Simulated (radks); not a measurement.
Results of a calculation; reference values are marked as such.
Q: Ionisation of Er, [Xe] 4f12 6s2, to Er+, [Xe] 4f12 6s1, under several functionals. Scalar-relativistic Kohn-Sham, spin-polarised, spherical densities, finite nucleus; open shells are filled with parallel spins first (spin-orbit coupling, left out, can overturn this in heavy ions); a radial shooting solver on a logarithmic mesh with Libxc functionals. The NIST Atomic Spectra Database gives 6.108 eV (measured). Rank these functionals by the error of their Delta-SCF ionisation energy: XLYP; exchange-only PBE; AM05; LDA (Slater exchange, VWN5 correlation); LDA (Slater exchange, Perdew-Zunger correlation); r2SCAN; BP86; PBE.

A: From best to worst: PBE 6.156 eV (+0.048); AM05 6.059 eV (-0.048); XLYP 6.236 eV (+0.129); BP86 6.296 eV (+0.189); r2SCAN 5.916 eV (-0.191); LDA (Slater exchange, VWN5 correlation) 6.367 eV (+0.259); LDA (Slater exchange, Perdew-Zunger correlation) 6.391 eV (+0.283); exchange-only PBE 5.553 eV (-0.555). Open shells are spherical and high-spin; term and fine-structure splittings are not resolved. Spin-orbit splitting is averaged out at the scalar-relativistic level.
